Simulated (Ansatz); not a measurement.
Molecule: C₂H₇GeO₂, charge 1, multiplicity 1. It need not be the lowest isomer of its formula. 
Coordinates optimised at B3LYP-D3(BJ)/def2-TZVP (Ansatz, a program for electronic structure):
```
C
O 1 1.2466
O 1 1.3055 2 117.55
H 3 0.9713 1 113.75 2 -179.96
C 1 1.4833 2 121.20 3 179.80
H 5 1.0855 1 110.28 2 2.40
H 5 1.0929 6 109.96 1 -121.15
H 5 1.0936 6 109.69 7 -118.42
Ge 2 1.9439 1 127.44 3 -0.10
H 9 1.5192 2 97.69 1 -179.95
H 9 1.5233 10 116.97 2 107.82
H 9 1.5233 10 116.96 11 144.37
```
Charge +1, spin multiplicity 1.

Total electronic energies in hartree. Cores are frozen in the correlated levels unless marked. No spin-orbit coupling. The frozen core is the preceding noble-gas configuration, with the filled d and f shells of earlier blocks. No relativistic terms. CBS marks a two-point X^-3 extrapolation of the correlation energy; Hartree-Fock from the larger set. [CCSD(T)-MP2]/basis is that difference in the basis named.

```tsv
level	program	energy (Eh)
HF/6-31G	Ansatz	-2304.23583
HF/cc-pVTZ	Ansatz	-2304.83224
HF/cc-pVQZ	Ansatz	-2304.85317
RI-HF/cc-pVQZ	Ansatz	-2304.85299
revPBE-D4/def2-TZVPD	Ansatz + dftd4	-2307.52963
revPBE/def2-TZVPD	Ansatz	-2307.50641
PBE0/STO-3G	Ansatz	-2280.28713
PBE0-D3(BJ)/def2-TZVP	Ansatz + dftd3	-2307.22379
PBE0-D4/def2-TZVPD	Ansatz + dftd4	-2307.22475
PBE0/def2-TZVPD	Ansatz	-2307.21867
PBE0/def2-QZVPP	Ansatz	-2307.27745
BHLYP/def2-TZVPD	Ansatz	-2307.59476
r2SCANh/def2-TZVPD	Ansatz	-2307.58669
r2SCAN0-D4/def2-TZVPD	Ansatz + dftd4	-2307.55848
LC-wPBE-D3(BJ)/def2-TZVPD	Ansatz + dftd3	-2307.33614
MP2/cc-pVTZ	Ansatz	-2305.73693
SCS-MP2/6-31G	Ansatz	-2304.70563
SCS-MP2/cc-pVQZ	Ansatz	-2305.82593
CCSD/6-31G	Ansatz	-2304.74334
CCSD(T)/cc-pVDZ	Ansatz	-2305.48246
RI-MP2/CBS(cc-pVTZ,cc-pVQZ)+[CCSD(T)-MP2]/cc-pVTZ	Ansatz	-2305.9435
RI-MP2/CBS(cc-pVTZ,cc-pVQZ)+[CCSD(T)-MP2]/cc-pVQZ	Ansatz	-2305.9383
CCSD(T)/CBS(cc-pVTZ,cc-pVQZ)	Ansatz	-2305.9348
```

Totals of different functionals don't rank their quality; only differences between species are comparable.
